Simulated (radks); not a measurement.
Species: Cr. Configuration: [Ar] 3d5 4s1. Calculated with a radial shooting solver on a logarithmic mesh with Libxc functionals: scalar-relativistic Kohn-Sham, LDA (Slater exchange, VWN5 correlation), spin-polarised, spherical densities, finite nucleus; open shells are filled with parallel spins first; Fermi nuclear charge, rms radius 3.6452 fm; hard spherical wall at 20 bohr.

Radial electron density D(r) = 4 pi r^2 rho(r):

r (bohr)  D(r) (e/bohr)  spin D(r)
0.005672          3.062   0.000864
0.006498          3.846    0.00108
0.007504          4.867    0.00136
0.008667          6.112    0.00171
0.01001           7.611    0.00211
0.01156           9.385    0.00258
0.01324           11.32    0.00308
0.01529           13.63    0.00365
0.01766           16.17    0.00423
0.0204            18.85    0.00478
0.02337           21.41    0.00520
0.02699           23.97    0.00546
0.03117           26.17    0.00539
0.036             27.79    0.00489
0.04157           28.63    0.00383
0.04763           28.57    0.00228
0.05501           27.65   0.000128
0.06353           26.04   -0.00225
0.07337           24.17   -0.00422
0.08473           22.61   -0.00466
0.09708           21.96   -0.00211
0.1121            22.54    0.00615
0.1295            24.47     0.0236
0.1495            27.26     0.0552
0.1727            29.94      0.108
0.1978            31.31      0.185
0.2285            30.63      0.309
0.2639            27.49      0.492
0.3047            22.50      0.749
0.3519            17.04       1.09
0.4032            12.91       1.50
0.4657            10.65       2.00
0.5378            10.64       2.50
0.6211            11.93       2.95
0.7173            13.14       3.24
0.8218            13.25       3.32
0.9491            11.97       3.21
1.096             9.653       2.92
1.266             7.047       2.55
1.462             4.769       2.17
1.675             3.184       1.83
1.934             2.096       1.51
2.234             1.447       1.23
2.58              1.047      0.980
2.956            0.7796      0.761
3.413            0.5511      0.547
3.942            0.3617      0.361
4.553            0.2138      0.214
5.258            0.1110      0.111
6.024           0.05199     0.0520
6.957           0.01968     0.0197
8.034          0.006132    0.00613
9.279          0.001537    0.00154
10.72         0.0003022   0.000302

D(r) has 3 maxima, at r = 0.0440, 0.204, 0.777 bohr, and minima at 0.0979, 0.500 bohr, inside which lie 2.12, 10.58 electrons.
